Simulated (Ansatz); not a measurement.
Ansatz results at the PBE0-D4/def2-TZVP geometry: size of the dipole moment (PBE/def2-TZVPP) 2.82 D; zero-point energy (PBE0-D4/def2-TZVP) 85.4 kJ/mol; HOMO energy (PBE0/def2-TZVPP) -6.48 eV.

Each molecule was computed in one conformer, which needn't be the lowest.

(1) Which molecule gave them?
A. `O=C[NH][GeH3]`
B. `[OH][GeH]1[O][AlH]1`
C. `[CH3][Al]1[CH2][SiH2]1`
D. `[SiH3][CH2][Zn][GaH2]`

## Answers

(1) B. The others give `O=C[NH][GeH3]`: 3.31, 156.8, -7.66; `[CH3][Al]1[CH2][SiH2]1`: 2.07, 200.9, -5.82; `[SiH3][CH2][Zn][GaH2]`: 1.19, 167.3, -6.65.
